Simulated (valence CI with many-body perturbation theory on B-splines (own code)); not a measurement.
# E1 transitions of Gd LI

Calculated by configuration interaction combined with many-body perturbation theory (CI+MBPT): four valence electrons over a frozen Dirac-Fock core [Ne], a basis of 11 s, 11 p, 10 d, 8 f, 5 g, 2 h functions for each j, with the one-electron correlation potential Σ1, the two-electron term Σ2, the three-electron term Σ3, Breit, model QED; selected CI, second order for the rest, scaled by the run's own slope (own B-spline code, finite nucleus).

No measured spectrum was set against this ion. As an estimate, large intervals hold to a few tenths of a per cent, small ones and those within an open d or f shell to about a per cent. Among the levels kept, up to 600 cm⁻¹ of a level comes from second order outside the variational space, and about a tenth of that is noise between levels of different J, which matters for small intervals.

Lines 151 to 200 of 557 in falling wavelength, among levels below 1081.2 eV, chosen from the strongest by gf and those to the six lowest levels. Wavelengths and rates use the calculated energies. Electric multipoles are in the length gauge, E1 and E2 with the static RPA response of the core. Weak lines are less certain than strong ones. Lines between different terms over intervals too small for the method are left out, as are lines whose strength nearly cancels. The highest levels of a list are the least certain.

Levels are named by their leading jj configuration (3d3/2^4 stands for four electrons in 3d with j = 3/2), which in mixed levels can hold well under half, so a name can repeat and another be missing. Letters in brackets count levels of one name in rising energy.

```tsv
λ vac (nm)	Upper	Lower	A (s⁻¹)	S (a.u.) with core polarisation	S without
5.154	(3s 3p1/2 3p3/2 3d5/2) J=3 [a]	(3s 3p1/2 3p3/2^2) J=2 [a]	1.04e+11	4.93e-02	5.01e-02
5.147	(3s 3p1/2 3p3/2 3d5/2) J=3 [d]	(3s 3p1/2 3p3/2^2) J=2 [b]	2.23e+11	1.05e-01	1.07e-01
5.146	(3s^2 3d3/2^2) J=2	(3s 3p1/2 3p3/2^2) J=1 [b]	7.06e+10	2.37e-02	2.41e-02
5.144	(3s 3p1/2 3p3/2 3d5/2) J=1 [c]	(3s 3p1/2 3p3/2^2) J=1 [a]	1.72e+11	3.46e-02	3.51e-02
5.139	(3p1/2 3p3/2^2 3d5/2) J=2 [b]	(3p1/2 3p3/2^3) J=2	2.19e+11	7.35e-02	7.46e-02
5.127	(3s 3p1/2 3p3/2 3d5/2) J=2 [c]	(3s 3p1/2 3p3/2^2) J=2 [b]	7.13e+10	2.37e-02	2.41e-02
5.124	(3s 3p1/2 3d3/2 3d5/2) J=2 [a]	(3s 3p1/2 3p3/2 3d3/2) J=2 [b]	4.90e+10	1.63e-02	1.65e-02
5.124	(3s 3p1/2 3d3/2 3d5/2) J=2 [c]	(3s 3p1/2 3p3/2 3d3/2) J=1 [b]	1.06e+11	3.51e-02	3.56e-02
5.123	(3p1/2^2 3p3/2 3d5/2) J=3	(3s 3p1/2 3p3/2 3d3/2) J=2 [a]	1.86e+11	8.62e-02	8.75e-02
5.122	(3s 3p1/2 3d5/2^2) J=3 [a]	(3s 3p1/2 3p3/2 3d5/2) J=3 [b]	7.13e+10	3.31e-02	3.36e-02
5.118	(3s 3p1/2 3p3/2 3d5/2) J=1 [b]	(3s 3p1/2 3p3/2^2) J=0	1.13e+11	2.25e-02	2.28e-02
5.097	(3s 3p1/2 3d3/2 3d5/2) J=5	(3s 3p1/2 3p3/2 3d3/2) J=4	1.44e+11	1.03e-01	1.05e-01
5.095	(3s 3p1/2 3p3/2 3d5/2) J=2 [c]	(3s 3p1/2 3p3/2^2) J=1 [a]	1.62e+11	5.29e-02	5.37e-02
5.087	(3s 3p3/2 3d3/2^2) J=2 [c]	(3p1/2 3p3/2^3) J=1	4.57e+10	1.48e-02	1.51e-02
5.063	(3s 3p3/2^2 3d5/2) J=2 [a]	(3s 3p3/2^3) J=2	2.12e+11	6.79e-02	6.89e-02
5.061	(3s 3p1/2 3d3/2 3d5/2) J=4 [c]	(3s 3p1/2 3p3/2 3d3/2) J=3 [b]	1.48e+11	8.50e-02	8.63e-02
5.054	(3s 3p1/2 3d3/2 3d5/2) J=1 [a]	(3s 3p1/2 3p3/2 3d3/2) J=0 [a]	9.13e+10	1.75e-02	1.77e-02
5.032	(3s 3p1/2 3d5/2^2) J=2 [b]	(3s 3p1/2 3p3/2 3d5/2) J=2 [b]	8.86e+10	2.78e-02	2.83e-02
5.014	(3s 3p1/2 3d3/2 3d5/2) J=2 [a]	(3s 3p1/2 3p3/2 3d3/2) J=1 [a]	9.63e+10	3.00e-02	3.04e-02
5.011	(3s 3p3/2^2 3d5/2) J=2 [c]	(3s 3p3/2^3) J=1	4.76e+11	1.48e-01	1.50e-01
4.993	(3s^2 3d5/2^2) J=4	(3s^2 3p3/2 3d5/2) J=4	5.61e+10	3.10e-02	3.15e-02
4.990	(3s 3p3/2 3d3/2^2) J=2 [c]	(3p1/2 3p3/2^3) J=2	6.91e+10	2.12e-02	2.15e-02
4.979	(3s 3p1/2 3d5/2^2) J=5	(3s 3p1/2 3p3/2 3d5/2) J=5	6.89e+10	4.62e-02	4.69e-02
4.972	(3s 3p1/2 3d5/2^2) J=2 [a]	(3s 3p1/2 3p3/2 3d5/2) J=2 [a]	2.17e+11	6.59e-02	6.69e-02
4.970	(3s 3p1/2 3p3/2 3d5/2) J=3 [b]	(3s 3p1/2 3p3/2^2) J=2 [a]	1.22e+11	5.18e-02	5.25e-02
4.964	(3s 3p1/2 3p3/2 3d5/2) J=4 [c]	(3s 3p1/2 3p3/2^2) J=3	1.37e+11	7.42e-02	7.53e-02
4.961	(3s 3p1/2^2 3d5/2) J=2	(3s 3p1/2^2 3p3/2) J=2	3.14e+10	9.46e-03	9.61e-03
4.956	(3s^2 3p3/2 3d5/2) J=3	(3s^2 3p3/2^2) J=2	3.87e+11	1.63e-01	1.65e-01
4.939	(3s 3p1/2 3d5/2^2) J=3 [a]	(3s 3p1/2 3p3/2 3d5/2) J=3 [a]	1.02e+11	4.23e-02	4.29e-02
4.939	(3s 3p3/2^2 3d5/2) J=2 [b]	(3s 3p3/2^3) J=2	2.53e+11	7.51e-02	7.63e-02
4.923	(3s^2 3d5/2^2) J=2	(3s^2 3p3/2 3d5/2) J=2	2.41e+11	7.08e-02	7.19e-02
4.915	(3s 3p3/2^2 3d5/2) J=3 [c]	(3s 3p3/2^3) J=2	4.09e+11	1.68e-01	1.70e-01
4.902	(3s 3p1/2 3d5/2^2) J=1 [a]	(3s 3p1/2 3p3/2 3d5/2) J=1 [a]	8.93e+10	1.56e-02	1.58e-02
4.825	(3s 3p1/2 3d3/2 3d5/2) J=3 [b]	(3s 3p1/2 3p3/2 3d3/2) J=3 [a]	4.65e+10	1.81e-02	1.83e-02
4.806	(3s 3p3/2^2 3d3/2) J=4	(3s^2 3p3/2 3d5/2) J=3	4.46e+10	2.20e-02	2.23e-02
4.785	(3s 3p1/2 3d5/2^2) J=2 [b]	(3s 3p1/2 3p3/2 3d5/2) J=3 [a]	5.45e+10	1.47e-02	1.50e-02
4.785	(3s 3p1/2 3d5/2^2) J=4 [a]	(3s 3p1/2 3p3/2 3d5/2) J=4 [a]	7.84e+10	3.82e-02	3.87e-02
4.749	(3s 3p1/2 3d5/2^2) J=4 [b]	(3s 3p1/2 3p3/2 3d5/2) J=5	2.78e+10	1.32e-02	1.34e-02
4.742	(3s 3p1/2 3d3/2 3d5/2) J=2 [b]	(3s 3p1/2 3p3/2 3d3/2) J=3 [a]	4.92e+10	1.29e-02	1.32e-02
4.742	(3s 3p1/2 3p3/2 3d5/2) J=3 [c]	(3s 3p1/2 3p3/2^2) J=2 [a]	1.44e+11	5.31e-02	5.40e-02
4.703	(3s 3p1/2 3p3/2 3d5/2) J=3 [d]	(3s 3p1/2 3p3/2^2) J=3	5.32e+10	1.91e-02	1.94e-02
4.680	(3s 3p1/2 3d5/2^2) J=3 [b]	(3s 3p1/2 3p3/2 3d5/2) J=2 [a]	3.74e+10	1.32e-02	1.35e-02
4.460	(3s 3p3/2^2 3d5/2) J=4 [a]	(3s^2 3p3/2 3d5/2) J=3	1.72e+11	6.79e-02	6.90e-02
4.399	(3p1/2 3p3/2^2 3d5/2) J=3 [a]	(3s 3p1/2 3p3/2 3d5/2) J=2 [d]	7.84e+10	2.30e-02	2.34e-02
4.376	(3s 3p1/2 3p3/2 3d3/2) J=2 [a]	(3s^2 3p1/2 3d3/2) J=2	1.96e+09	4.04e-04	4.11e-04
4.309	(3p1/2 3p3/2^2 3d5/2) J=3 [a]	(3s 3p1/2 3p3/2 3d5/2) J=2 [c]	7.26e+10	2.01e-02	2.04e-02
4.234	(3p1/2 3p3/2^2 3d5/2) J=4 [b]	(3s 3p1/2 3p3/2 3d5/2) J=3 [d]	1.65e+11	5.56e-02	5.65e-02
4.229	(3s 3p1/2 3p3/2^2) J=2 [a]	(3s^2 3p1/2 3p3/2) J=2	9.45e+09	1.76e-03	1.79e-03
4.229	(3s 3p1/2 3p3/2 3d3/2) J=1 [a]	(3s^2 3p1/2 3d3/2) J=2	4.99e+09	5.59e-04	5.69e-04
4.218	(3s 3p3/2^2 3d5/2) J=0	(3s^2 3p3/2 3d5/2) J=1	3.96e+11	1.47e-02	1.49e-02
```
